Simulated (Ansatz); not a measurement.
| atom | x (Å) | y (Å) | z (Å) |
| --- | --- | --- | --- |
| O | 1.0578 | 0.0000 | 0.0000 |
| C | 0.3245 | 0.9996 | 0.0000 |
| C | -0.8817 | 0.6581 | 0.0000 |
| C | -0.8817 | -0.6581 | 0.0000 |
| C | 0.3245 | -0.9996 | 0.0000 |
| H | 0.7864 | 1.8866 | 0.0000 |
| H | -1.6747 | 1.2687 | 0.0000 |
| H | -1.6747 | -1.2687 | 0.0000 |
| H | 0.7864 | -1.8866 | 0.0000 |

Basis set: cc-pVDZ (spherical functions). Left uncorrelated: 5 orbitals. Charge 0, multiplicity 1.

Computed with Ansatz (development build ahead of 0.2.0); each method stands on the lowest determinant of its kind that the runs found. Restricted open shells among the atoms or ions are ROHF, correlated in semicanonical orbitals with singles.

Give the atomization energy at this shape (free ground-state atoms in the same class of orbitals less the molecule, no zero-point energy) of singlet C₄H₄O by RHF-MP2, RHF.

```json
{"method": "RHF-MP2", "atomization energy": "37.94 eV"}
{"method": "RHF", "atomization energy": "28.40 eV"}
```

Caution: no unrestricted run beside it, a lower state can exist; the shape is not the minimum.
